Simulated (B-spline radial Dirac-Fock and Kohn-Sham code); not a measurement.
Ag³⁺ 4p1/2: cross section and angular parameters

System: Ag³⁺, [Kr] 4d8; threshold 109.0 eV (orbital energy of the model). Model: Dirac-Hartree-Slater photoionisation with a Latter tail; cross sections with all multipoles, angular parameters from the dipole term and its interference with E2. Program: an atomic code on a B-spline grid.

Input file task.json (cfg lists n, l and occupation; rrms is the nuclear radius in fm):

```json
{"items": [{
  "Z": 47,
  "q": 3,
  "cfg": [[1, 0, 2], [2, 0, 2], [2, 1, 6], [3, 0, 2], [3, 1, 6], [3, 2, 10], [4, 0, 2], [4, 1, 6], [4, 2, 8]],
  "A": 107,
  "rrms": 4.5454,
  "do": "xps",
  "hv": [68.4, 80, 100, 130.0, 163.0, 200, 202.0, 214.0, 218.0, 290.0, 425.0, 715.0, 746.0, 1000, 1160.0, 1253.6, 1486.9, 1860.0, 1940.0, 1970.0, 2830.0, 2950.0, 4040.0, 5414.7, 5830.0, 7540.0, 9251.7, 12000.0, 13700.0]
}]}
```

Launch: `python xray2_run.py task.json out`

For linearly polarised light dσ/dΩ = σ/(4π) [1 + β P₂(cos θ) + (δ + γ cos²θ) sin θ cos φ], with θ from the polarisation vector and φ the angle between the beam and the projection of the electron momentum on the plane normal to the polarisation.

```
hν (eV)  σ (kb)       β       γ       δ
    130     136  -0.257   0.379  -0.061
    163     116  -0.034  -0.064   0.018
    200     110   0.472  -0.031   0.040
    202     110   0.495  -0.024   0.040
    214     108   0.619   0.016   0.039
    218     107   0.657   0.030   0.039
    290    91.7   1.102   0.193   0.025
    425    65.0   1.440   0.215   0.008
    715    33.5   1.637   0.063   0.000
    746    31.4   1.646   0.050   0.000
   1000       ?       ?       ?       ?
   1160    15.4   1.686  -0.023  -0.001
 1253.6    13.4   1.686  -0.022  -0.001
 1486.9    9.83   1.680  -0.003   0.000
   1860    6.39   1.660   0.057   0.001
   1940    5.88   1.656   0.073   0.001
   1970    5.70   1.654   0.079   0.001
   2830    2.67   1.597   0.271   0.006
   2950    2.44   1.589   0.298   0.007
   4040    1.18   1.518   0.540   0.015
 5414.7   0.578   1.439   0.804   0.030
   5830   0.479   1.417   0.875   0.034
   7540   0.244   1.334   1.131   0.055
 9251.7   0.140   1.263   1.339   0.076
  12000  0.0672   1.166   1.605   0.111
  13700  0.0458   1.114   1.741   0.132
```

Question: Give the values at 1000 eV.

Answer: σ = 19.8 kb, β = 1.681, γ = -0.012, δ = -0.001.

Values without a named source are computed, but for edge energies of neutral atoms, which are taken from tables.
